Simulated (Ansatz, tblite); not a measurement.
Removing an electron: the cluster Si3W⁻ (the lowest doublet isomer of a short search). Charge -1, multiplicity 2. Geometry: PBE0-D4/def2-SVPD. Ansatz, gas phase; energy differences of separate SCF runs; the oxidised species is a singlet (the triplet lies 1.54 eV higher at PBE0-D4/def2-TZVPD).

Cartesian coordinates in Å:
```
W -0.1000 -0.2475 -1.1879
Si 0.8063 -1.4752 0.4997
Si 0.7714 1.4054 0.1362
Si -1.4777 0.3174 0.5520
```

In the def2 sets W takes a core potential; there is no spin–orbit coupling. The xTB rows come from tblite. Another isomer (doublet) lies 0.05 eV lower at r2SCAN-D4/def2-TZVPD.

Estimate orbital energies and vertical ionisation energies at: GFN2-xTB; PBE-D4/def2-TZVPD; r2SCAN-D4/def2-TZVPD; PBE0-D4/def2-TZVPD.


| level | −HOMO (eV) | vertical IE (eV) | −LUMO (eV) | HOMO–LUMO gap (eV) | remarks |
| --- | --- | --- | --- | --- | --- |
| GFN2-xTB | – | 3.67 | – | – | – |
| PBE-D4/def2-TZVPD | -0.84 | 1.19 | -1.15 | 0.30 | HOMO above zero (-1 doublet) |
| r2SCAN-D4/def2-TZVPD | -0.63 | 1.28 | -1.27 | 0.64 | HOMO above zero (-1 doublet) |
| PBE0-D4/def2-TZVPD | -0.16 | 1.24 | -1.67 | 1.51 | HOMO above zero (-1 doublet) |

  A HOMO above zero means that the electron is unbound at that level or that self-interaction error raises the level; the energy of removing that electron tells which. HOMO and LUMO are the levels of the spin that leaves or enters (xTB has no such levels and no spin-polarisation term). Other spin states of the ions may lie lower, which would lower the ionisation energy or raise the affinity. Raw xTB energy differences between charge states are shifted by several eV; the methods need an empirical correction for them.
